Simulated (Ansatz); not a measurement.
Ideal-gas functions of C$_{2}$H$_{4}$BFO (`OC1(F)BC1`) at 600 K and 1 bar, from an Ansatz frequency run at PBE0-D4/def2-TZVP.

Molar mass 73.86 g/mol, point group C1 (symmetry number 1), electronic degeneracy 1, moments of inertia 69.52, 89.721, 117.62 u Å². Harmonic wavenumbers (cm⁻¹, unscaled): 143, 301, 393, 442, 470, 513, 707, 759, 821, 909, 946, 981, 1059, 1174, 1281, 1344, 1460, 2747, 3106, 3189, 3777.

Use S(trans) = R[1.5 ln M + 2.5 ln T − 1.1517]; rotational temperatures θ = 24.2544 K / I; S(rot) = R[ln(√π/σ · √(T³/θAθBθC)) + 1.5]; for each mode x = 1.438777 ν̃/T, S = R[x/(eˣ − 1) − ln(1 − e⁻ˣ)] and H = RT x/(eˣ − 1); 1 cm⁻¹ = 0.0119627 kJ/mol; R = 8.31446 J/(mol·K).

By hand: the entropy, in J/(mol·K).

Translation 177.0. Rotation: θ = 0.3489, 0.2703, 0.2062 K, giving 113.4. Vibration, mode by mode: 17.25, 11.20, 9.11, 8.21, 7.75, 7.10, 4.85, 4.40, 3.91, 3.31, 3.08, 2.89, 2.49, 2.00, 1.64, 1.45, 1.16, 0.09, 0.04, 0.03, 0.01, in all 92.0. Electronic 0.0. Sum 382.4 J/(mol·K).

By hand: H − E and G − E in kJ/mol, counted from the electronic energy.

Zero-point energy ½ × 26522 × 0.0119627 = 158.6; thermal vibration 31.8; translation, rotation and pV give 4 RT = 20.0. H − E = 210.4 kJ/mol, and G − E = 210.4 − 600 × 382.4/1000 = -19.0 kJ/mol.

Vibration gives 24 % of the entropy, 17.3 J/(mol·K) of it from the mode under 150 cm⁻¹: soft modes count most, and the harmonic formula is weakest for them. The sum counts one conformer and one mirror image; others add a mixing term.
